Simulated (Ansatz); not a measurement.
Steps of a relaxation of `[CH3][GeH]([Cl])[C]#N` with RKS PBE0-D4/def2-TZVP.

```sh
$ ansatz run in.yaml --threads 4 --pin off --events-out ev --progress --plain --max-ram 10444MiB
```

```yaml
crystal:
  periodic: [false, false, false]
  atoms:
    - {symbol: C, position_ang: [-1.138216, -0.636585, 0.279282]}
    - {symbol: Ge, position_ang: [0.587050, -0.129507, -0.466171]}
    - {symbol: Cl, position_ang: [2.147915, -1.373783, 0.393643]}
    - {symbol: C, position_ang: [0.987416, 1.686763, 0.084278]}
    - {symbol: N, position_ang: [1.181823, 2.792788, 0.424364]}
    - {symbol: H, position_ang: [-1.927793, 0.029317, -0.121150]}
    - {symbol: H, position_ang: [-1.098708, -0.540649, 1.380743]}
    - {symbol: H, position_ang: [-1.365842, -1.685586, 0.011476]}
    - {symbol: H, position_ang: [0.714955, -0.189157, -2.003666]}
basis:
  gaussian: {orbitals: def2-TZVP}
hamiltonian: {xc: pbe0, dispersion: d4}
relax: {f_tol: 0.005, max_steps: 150}
```

Positions (Å) and forces (eV/Å) along the path, 6 of 6 steps:

```xyz
9
step=1 energy=-72657.3141 eV
C    -1.138   -0.637    0.279   -0.198   -0.075    0.125
Ge    0.587   -0.130   -0.466    0.080   -0.158    0.092
Cl    2.148   -1.374    0.394   -0.348    0.291   -0.197
C     0.987    1.687    0.084    0.402    2.164    0.681
N     1.182    2.793    0.424   -0.419   -2.369   -0.736
H    -1.928    0.029   -0.121    0.398   -0.330    0.198
H    -1.099   -0.541    1.381   -0.030   -0.042   -0.544
H    -1.366   -1.686    0.011    0.111    0.515    0.120
H     0.715   -0.189   -2.004    0.004    0.005    0.262
9
step=2 energy=-72657.3678 eV
C    -1.134   -0.636    0.280   -0.059    0.004    0.004
Ge    0.577   -0.124   -0.464    0.016   -0.013    0.067
Cl    2.123   -1.348    0.385   -0.023    0.016   -0.010
C     0.988    1.682    0.085   -0.051   -0.143   -0.046
N     1.185    2.765    0.417    0.022    0.089    0.023
H    -1.916    0.020   -0.116    0.093   -0.098    0.062
H    -1.098   -0.542    1.370    0.000   -0.009   -0.153
H    -1.355   -1.674    0.012    0.029    0.142    0.031
H     0.719   -0.188   -1.986   -0.027    0.011    0.022
9
step=3 energy=-72657.3694 eV
C    -1.131   -0.634    0.278    0.016   -0.005    0.005
Ge    0.581   -0.129   -0.458   -0.012    0.016    0.003
Cl    2.125   -1.352    0.390   -0.011    0.008   -0.008
C     0.984    1.678    0.085   -0.006   -0.042   -0.003
N     1.179    2.764    0.413    0.009    0.036    0.006
H    -1.911    0.022   -0.113    0.009    0.002   -0.004
H    -1.094   -0.544    1.363   -0.008   -0.004    0.006
H    -1.354   -1.665    0.007   -0.004   -0.004    0.001
H     0.709   -0.186   -1.981    0.009   -0.007   -0.006
9
step=4 energy=-72657.3695 eV
C    -1.131   -0.634    0.279    0.006    0.002   -0.002
Ge    0.579   -0.127   -0.459   -0.002    0.002    0.000
Cl    2.123   -1.350    0.388    0.005   -0.003    0.002
C     0.985    1.678    0.085   -0.003    0.006    0.007
N     1.181    2.765    0.413    0.001   -0.007   -0.006
H    -1.909    0.022   -0.113   -0.006    0.003   -0.001
H    -1.096   -0.546    1.364    0.000    0.000    0.003
H    -1.354   -1.666    0.007   -0.001   -0.003   -0.002
H     0.711   -0.188   -1.981   -0.001    0.000   -0.001
9
step=5 energy=-72657.3695 eV
C    -1.131   -0.635    0.279   -0.006   -0.003    0.002
Ge    0.579   -0.126   -0.456    0.003    0.001    0.002
Cl    2.124   -1.350    0.389   -0.001    0.000    0.000
C     0.985    1.679    0.087    0.000   -0.001   -0.004
N     1.185    2.767    0.406    0.000    0.002    0.004
H    -1.910    0.021   -0.111    0.002    0.000    0.000
H    -1.098   -0.551    1.365    0.001    0.000   -0.002
H    -1.354   -1.666    0.003    0.000    0.002    0.001
H     0.710   -0.185   -1.979   -0.001   -0.002   -0.002
9
step=6 energy=-72657.3695 eV
C    -1.131   -0.635    0.279    0.000    0.000    0.000
Ge    0.579   -0.127   -0.457   -0.001   -0.001    0.000
Cl    2.124   -1.350    0.390    0.000    0.000    0.000
C     0.985    1.679    0.086    0.000    0.000    0.000
N     1.184    2.766    0.408    0.000   -0.001    0.000
H    -1.910    0.022   -0.111    0.000    0.000    0.000
H    -1.097   -0.550    1.365    0.000    0.000    0.000
H    -1.355   -1.666    0.004    0.000    0.000    0.000
H     0.710   -0.186   -1.979    0.000    0.000    0.000
```

Hardware: 4 threads of an Arm Neoverse V2 on a shared host. Wall time 21 s, peak host memory 0.6 GiB.
